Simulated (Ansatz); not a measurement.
`C=CCS[SiH3]` + H₂ → propene + `[SiH3]S` at 700 K and 1 bar (hydrogenolysis of a C–S bond).

Calculated with Ansatz (gas phase, PBE0-D4/def2-TZVP geometries, no zero-point term in ΔE). CCSD(T)/CBS adds triple-zeta CCSD(T) − MP2 to the extrapolated MP2 energy (def2 sets, frozen cores). This one scheme is used for every species. One conformer a species, not always the lowest.

| species | CCSD(T)/CBS energy (Eh) | H − E (kJ/mol) | S (J/(mol·K)) |
| --- | --- | --- | --- |
| `C=CCS[SiH3]` | -805.81910 | 344.8 | 492.5 |
| H₂ | -1.17544 | 46.8 | 155.3 |
| `C=CC` | -117.74610 | 260.0 | 340.6 |
| `[SiH3]S` | -689.27336 | 135.5 | 340.5 |

H − E and S are ideal-gas, rigid-rotor, harmonic terms from PBE0-D4/def2-TZVP, for one conformer and one mirror image of each species. The MP2-based limit puts H₂ 0.8 mEh under its directly extrapolated value; such offsets cancel only in part. 1 Eh = 2625.50 kJ/mol, R = 8.31446 J/(mol·K).

By hand: ΔE, ΔH, ΔS and ΔG.

ΔE = (-117.74610) + (-689.27336) − (-805.81910) − (-1.17544) = -0.02492 Eh = -65.4 kJ/mol. Δ(H − E) = 260.0 + 135.5 − 344.8 − 46.8 = 3.9, so ΔH = -61.5 kJ/mol. ΔS = 340.6 + 340.5 − 492.5 − 155.3 = 33.3 J/(mol·K). ΔG = -61.5 − 700 × (33.3)/1000 = -84.8 kJ/mol.

By hand: the equilibrium constant, and the temperature at which ΔG would vanish if ΔH and ΔS stayed fixed.

log₁₀ K = −ΔG/(RT ln 10) = 6.3. ΔH and −TΔS have one sign here, so there is no such temperature.

TΔS isn't small against ΔH here. A doubt of 5 kJ/mol in ΔE shifts log₁₀ K by 0.4 here. Other conformers and mirror images would add mixing entropy, several J/(mol·K) or more a flexible species. These are equilibria of isolated gas molecules and say nothing of rates. Largest T1 diagnostic: 0.011 (customary marks: 0.02 for closed shells, 0.045 for open ones).
